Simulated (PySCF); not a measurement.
**How methods differ on the excitation energy of Ba⁺**

Ba⁺ [Xe] 6s1 (2S) → Ba⁺ [Xe] 5d1 (2D), as a difference of total energies. All numbers are calculated (PySCF 2.14, scalar relativity through the core potential, in def2-TZVPP with the def2 core potential (46 electrons)). Correlated levels: valence and next inner shell: nothing frozen outside the core potential. The calculations carry no spin-orbit coupling.

```json
{"method": "UHF", "excitation energy (eV)": "0.819", "error (eV)": "+0.155"}
{"method": "MP2 (valence and next inner shell)", "excitation energy (eV)": "0.963", "error (eV)": "+0.299"}
{"method": "SCS-MP2 (valence and next inner shell)", "excitation energy (eV)": "0.920", "error (eV)": "+0.256"}
{"method": "CCSD (valence and next inner shell)", "excitation energy (eV)": "0.857", "error (eV)": "+0.193"}
{"method": "CCSD(T) (valence and next inner shell)", "excitation energy (eV)": "0.868", "error (eV)": "+0.204"}
```

Reference: 0.664 eV (measured; NIST levels, between the centres of gravity of the two terms).

Errors of the correlated levels include the incompleteness of this basis.
